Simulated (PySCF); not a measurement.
# A small calculation by hand: chemical shift, span and skew from a shielding tensor

B(H)(Et)(vinyl) (C4H9B), SMILES C=CBCC. Atoms are numbered in the order given.

```xyz
14

B     -0.6951     0.7584     0.5797
H     -1.3598     1.6311     1.1071
C      0.8425     1.0512     0.4968
C      1.8248     0.1130    -0.1905
H      1.1106     1.1604     1.5707
H      0.9605     2.0881     0.1275
H      1.6757     0.0958    -1.2817
H      1.7221    -0.9223     0.1702
H      2.8685     0.4186    -0.0177
C     -1.4635    -0.5142     0.1256
C     -1.0747    -1.3444    -0.8581
H     -2.4503    -0.7075     0.5678
H     -1.7038    -2.1727    -1.2042
H     -0.1228    -1.2172    -1.3809
```

Geometry optimised at PBE0-D3(BJ)/def2-SVP. This is a generated structure with no PubChem entry under its InChIKey; it may be hypothetical. The values are those of a single conformer.

GIAO shieldings from PBE0/pcSseg-1 (PySCF), non-relativistic, no solvent. The symmetric part of the tensor of C4 has the principal values 168.7, 169.3, 179.2 ppm. The same nucleus in TMS has σ = 186.3 ppm at this level (PySCF, at its B3LYP-D3(BJ)/def2-TZVP geometry).

Task: Work out the isotropic shielding, the ¹³C shift against TMS, the span and the skew.

Result: 
σ(iso) = (σ11 + σ22 + σ33)/3 = 172.4 ppm. δ = σ(ref) − σ(iso) = 186.3 − (172.4) = 13.9 ppm.
Span Ω = σ33 − σ11 = 10.5 ppm. Skew κ = 3(σ(iso) − σ22)/Ω = 0.89. Tumbling in solution averages the tensor to δ; in a static solid the shielding alone would spread this spin-1/2 line over Ω.
